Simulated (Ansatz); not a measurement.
Born–Oppenheimer molecular dynamics of CH4Cl2OSn (9 atoms, charge 0, multiplicity 1). It starts from a relaxed structure.

All numbers below come from RHF/def2-SVP (Ansatz 0.2.0).

```json
{"ensemble": "NVT, Langevin thermostat", "time step": "0.5 fs", "steps asked": "500", "set temperature": "200 K", "friction": "0.001 /fs", "seed": "750553"}
```

First frame:

```xyz
9
Properties=species:S:1:pos:R:3
Sn 0.099 -0.044 0.060
Cl 0.043 0.100 2.397
C 2.074 0.012 -0.725
H 2.413 -1.010 -0.883
H 2.068 0.550 -1.673
H 2.732 0.516 -0.019
Cl -1.237 1.722 -0.704
O -0.787 -1.698 -0.441
H -1.683 -1.844 -0.173
```

(1) How far do the bonds stretch over the last three quarters of this one trajectory? (Pairs bonded in most of those frames.)

## Answers

(1) 
| bond | mean (Å) | spread (Å) | shortest | longest |
| --- | --- | --- | --- | --- |
| Sn1–Cl2 | 2.345 | 0.009 | 2.33 | 2.36 |
| Sn1–C3 | 2.128 | 0.021 | 2.09 | 2.16 |
| Sn1–Cl7 | 2.343 | 0.007 | 2.33 | 2.36 |
| Sn1–O8 | 1.944 | 0.017 | 1.91 | 1.97 |
| C3–H4 | 1.090 | 0.010 | 1.07 | 1.11 |
| C3–H5 | 1.090 | 0.010 | 1.07 | 1.11 |
| C3–H6 | 1.089 | 0.004 | 1.08 | 1.10 |
| O8–H9 | 0.947 | 0.006 | 0.93 | 0.96 |

Mean temperature of the second half: 101 K. The mean temperature of the second half is 50 % below the set value. A run of 0.25 ps of so small a system gives no equilibrium averages.

The run took 18 min on 2 threads of Arm Neoverse V1, with other jobs on the host, peak memory 0.26 GiB.
